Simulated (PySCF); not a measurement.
C2H9OSSi2: g tensor and hyperfine couplings

C₂H₉OSSi₂ (doublet state).
Cartesian coordinates in Å at the GFN2-xTB level; atoms count from 1:
```
atom  x, y, z in Å
C1     2.3182   -0.3505    1.1626
S2     0.9291   -1.3178    0.5180
Si3   -0.6569    0.1994    0.5222
C4    -0.0271    1.7499   -0.3870
Si5   -2.2086   -0.8025   -0.8219
O6    -2.4470   -2.3782   -0.4698
H7     2.6242    0.3799    0.4194
H8     3.1292   -1.0457    1.3548
H9     2.0265    0.1427    2.0856
H10   -0.6525    0.5793    1.9583
H11    0.2774    1.5295   -1.4064
H12    0.8230    2.1933    0.1239
H13   -0.8057    2.5047   -0.4313
H14   -3.6130   -0.3917   -0.8450
H15   -1.7213   -2.9842   -0.3451
```

The hyperfine couplings belong to this conformer and change with its torsions.

As a line formula: `[Si@@H](SC)([SiH]O)C` [radical].

Computed with PySCF 2.14.0, UKS B3LYP, pcH-1 on C H O S Si, non-relativistic, mean-field spin-orbit, GIAO. Isolated species at its GFN2-xTB geometry (one conformer only). A GFN2-xTB geometry isn't a minimum of the functional, and hyperfine couplings can be far from their values at a DFT geometry, by a factor of two or more for some ions and for spin on atoms past the first row. The SCF solution wasn't tested for stability.

| Property | Result |
| --- | --- |
| g1, g2, g3 | 2.00174, 2.00237, 2.00498 |
| g_iso | 2.00303 |
| Form of g | rhombic: the two nearest values differ by 20 % of g3 − g1 |
| ⟨S²⟩ | 0.7524 (exact 0.7500) |
| HOMO–LUMO gap, α and β orbitals | 4.60, 3.60 eV |
| Total energy | -1134.09801 Eh |
| Basis functions | 270 |

Hyperfine couplings atom by atom, in MHz; T1 to T3 are the principal values of the dipolar part; ρ(0) is the spin density at the nucleus:

```tsv
atom	isotope	a_iso	of which spin–orbit	T1	T2	T3	Mulliken spin population	ρ(0) (bohr⁻³)
C1	13C	0.6	0.0	-0.3	0.0	0.3	0.00	0.0006
S2	33S	-0.6	0.0	-1.5	-0.4	1.9	0.00	-0.0018
Si3	29Si	-116.3	0.1	-21.6	8.4	13.2	0.09	0.1310
C4	13C	-1.8	0.0	-0.7	0.1	0.6	0.00	-0.0016
Si5	29Si	-469.2	0.9	-142.8	69.6	73.2	0.78	0.5290
O6	17O	-11.9	-0.1	-41.0	19.9	21.1	0.09	0.0195
H7	1H	0.8	0.0	-0.6	-0.5	1.1	0.00	0.0002
H8	1H	-0.1	0.0	-0.5	-0.4	0.8	0.00	0.0000
H9	1H	2.2	0.0	-0.9	-0.3	1.2	0.00	0.0005
H10	1H	68.9	0.0	-2.5	-0.5	3.0	0.04	0.0154
H11	1H	0.7	0.0	-2.3	-1.4	3.7	0.00	0.0002
H12	1H	-1.4	0.0	-1.2	-0.5	1.6	0.00	-0.0003
H13	1H	1.3	0.0	-1.7	-1.0	2.7	0.00	0.0003
H14	1H	56.2	0.0	-7.7	0.6	7.1	0.02	0.0126
H15	1H	-6.6	0.0	-10.0	-4.7	14.7	0.00	-0.0015
```

The largest Mulliken spin populations are on Si5 (+0.78), Si3 (+0.09) and O6 (+0.09). Si5 is the only atom above +0.15. The angles at Si5 add up to 333.6°, so it is pyramidal.

Axes: g2 points within 14° of the Si3–Si5 bond.

Under fast tumbling the dipolar parts average out, and these isotropic splittings remain: 1 × 1H (H10, I = 1/2, 2 lines) with 2.46 mT, 1 × 1H (H14, I = 1/2, 2 lines) with 2.01 mT, 1 × 1H (H15, I = 1/2, 2 lines) with 0.23 mT and 3 × 1H (H7/H8/H9, I = 1/2, 4 lines) with 0.03 mT.

Means are taken over nuclei equivalent by connectivity, which assumes that they swap fast.

The 17O coupling of O6 (-11.9 MHz) shows only in satellite lines or after enrichment, since that isotope makes up about 0.038 % of natural oxygen.

The 29Si coupling of Si5 (-469.2 MHz) shows only in satellite lines or after enrichment, since that isotope makes up about 4.7 % of natural silicon.

The spin density at the nucleus, in bohr⁻³, is negative for S2 (-0.0018), C4 (-0.0016) and H15 (-0.0015), for instance. A restricted open-shell determinant has no negative spin density anywhere; here it arises because α and β orbitals differ (spin polarisation).
